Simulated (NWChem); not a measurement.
System: C₄H₇O₂, doublet; SMILES [CH]1COCCO1

Here is an NWChem input.

```
start job
memory heap 200 mb stack 900 mb global 1100 mb
geometry units angstroms
  C      0.595810     1.234406     0.168700
  C      1.403278     0.031624    -0.189118
  O      0.636385    -1.029699    -0.718154
  C     -0.519870    -1.249139     0.053681
  C     -1.392336     0.006695     0.053499
  O     -0.696939     1.103831     0.606673
  H      1.087408     2.079031     0.618740
  H      1.956509    -0.338222     0.704363
  H      2.146197     0.283798    -0.951914
  H     -1.047786    -2.085306    -0.406163
  H     -0.246821    -1.508829     1.088202
  H     -1.681838     0.239932    -0.980636
  H     -2.287773    -0.128179     0.663115
end
basis spherical
  * library def2-svp
end
dft
  odft
  mult 2
  xc pbe0
  iterations 150
end
driver
  maxiter 120
end
task dft optimize
task dft freq
```

Parts of the log:

```
             Northwest Computational Chemistry Package (NWChem) 7.3.0
             --------------------------------------------------------

 C1  symmetry detected

                             Geometry "geometry" -> ""
                             -------------------------

 Output coordinates in angstroms (scale by  1.889725989 to convert to a.u.)

  No.       Tag          Charge          X              Y              Z
 ---- ---------------- ---------- -------------- -------------- --------------
    1 C                    6.0000     1.28864106     0.52379252    -0.09416479
    2 C                    6.0000     1.05909074    -0.94045907     0.07903088
    3 O                    8.0000    -0.24811535    -1.35378079    -0.25977270
    4 C                    6.0000    -1.20974567    -0.49100906     0.29852907
    5 C                    6.0000    -1.01133966     0.92707207    -0.23812440
    6 O                    8.0000     0.26833130     1.41922985     0.09878630
    7 H                    1.0000     2.24271665     0.93924206     0.17921670
    8 H                    1.0000     1.26639307    -1.23893543     1.13216739
    9 H                    1.0000     1.73765721    -1.51158976    -0.56185553
   10 H                    1.0000    -2.18549896    -0.88070433     0.00634734
   11 H                    1.0000    -1.12819247    -0.48500955     1.39650058
   12 H                    1.0000    -1.12279726     0.91376530    -1.33130611
   13 H                    1.0000    -1.73188464     1.62326041     0.19519628

 Effective nuclear repulsion energy (a.u.)     253.7846213229

                                Z-matrix (autoz)
                                --------

 Units are Angstrom for bonds and degrees for angles

[...]

      ----------------------
      Optimization converged
      ----------------------

  Step       Energy      Delta E   Gmax     Grms     Xrms     Xmax
  ---- ---------------- -------- -------- -------- -------- --------
@   11    -306.42759932 -2.4D-07  0.00003  0.00001  0.00041  0.00140
                                     ok       ok       ok       ok

                                Z-matrix (autoz)
                                --------

 Units are Angstrom for bonds and degrees for angles

[...]

 Rotational Constants
 --------------------
 A=   0.179126 cm-1  (  0.257717 K)
 B=   0.161234 cm-1  (  0.231975 K)
 C=   0.092973 cm-1  (  0.133764 K)

 Temperature                      =   298.15K
 frequency scaling parameter      =   1.0000

 Zero-Point correction to Energy  =   68.613 kcal/mol  (  0.109342 au)
 Thermal correction to Energy     =   71.941 kcal/mol  (  0.114646 au)
 Thermal correction to Enthalpy   =   72.533 kcal/mol  (  0.115589 au)

 Total Entropy                    =   73.010 cal/mol-K
   - Translational                =   39.287 cal/mol-K (mol. weight =  87.0446)
   - Rotational                   =   25.888 cal/mol-K (symmetry #  =        1)
   - Vibrational                  =    7.836 cal/mol-K

 Cv (constant volume heat capacity) =   19.670 cal/mol-K
   - Translational                  =    2.979 cal/mol-K
   - Rotational                     =    2.979 cal/mol-K
   - Vibrational                    =   13.711 cal/mol-K

[normal modes left out]

 ----------------------------------------------------------------------------
 Normal Eigenvalue ||           Projected Infra Red Intensities
  Mode   [cm**-1]  || [atomic units] [(debye/angs)**2] [(KM/mol)] [arbitrary]
 ------ ---------- || -------------- ----------------- ---------- -----------
    1       -0.000 ||    0.000030           0.001         0.029       0.015
    2       -0.000 ||    0.000132           0.003         0.129       0.066
    3       -0.000 ||    0.000022           0.001         0.022       0.011
    4        0.000 ||    0.000039           0.001         0.038       0.020
    5        0.000 ||    0.000199           0.005         0.194       0.100
    6        0.000 ||    0.000156           0.004         0.152       0.078
    7      221.935 ||    0.002594           0.060         2.529       1.297
    8      251.112 ||    0.014296           0.330        13.936       7.147
    9      392.996 ||    0.002158           0.050         2.104       1.079
   10      452.825 ||    0.000703           0.016         0.686       0.352
   11      500.955 ||    0.013435           0.310        13.098       6.717
   12      554.870 ||    0.006942           0.160         6.768       3.471
   13      759.825 ||    0.018739           0.432        18.268       9.368
   14      886.104 ||    0.003929           0.091         3.830       1.964
   15      914.088 ||    0.033473           0.772        32.631      16.734
   16      935.205 ||    0.037343           0.862        36.404      18.669
   17      981.452 ||    0.029022           0.670        28.293      14.509
   18     1070.983 ||    0.004792           0.111         4.672       2.396
   19     1085.216 ||    0.009140           0.211         8.910       4.569
   20     1129.940 ||    0.000765           0.018         0.745       0.382
   21     1208.832 ||    0.056953           1.314        55.521      28.472
   22     1235.614 ||    0.012060           0.278        11.756       6.029
   23     1282.401 ||    0.015126           0.349        14.745       7.562
   24     1307.702 ||    0.128973           2.975       125.729      64.477
   25     1319.384 ||    0.021068           0.486        20.538      10.532
   26     1344.963 ||    0.002168           0.050         2.114       1.084
   27     1391.221 ||    0.032451           0.749        31.635      16.223
   28     1413.128 ||    0.029042           0.670        28.312      14.519
   29     1440.483 ||    0.007890           0.182         7.692       3.945
   30     1450.234 ||    0.001714           0.040         1.671       0.857
   31     1469.619 ||    0.005888           0.136         5.740       2.944
   32     1476.194 ||    0.022332           0.515        21.770      11.164
   33     2884.597 ||    0.085368           1.970        83.221      42.678
   34     2992.697 ||    0.053323           1.230        51.982      26.658
   35     3047.964 ||    0.046081           1.063        44.922      23.037
   36     3122.531 ||    0.019394           0.447        18.907       9.696
   37     3132.573 ||    0.023304           0.538        22.718      11.650
   38     3146.335 ||    0.021155           0.488        20.623      10.576
   39     3214.567 ||    0.017911           0.413        17.461       8.954
 ----------------------------------------------------------------------------
```

Level: PBE0/def2-SVP, spin-unrestricted.
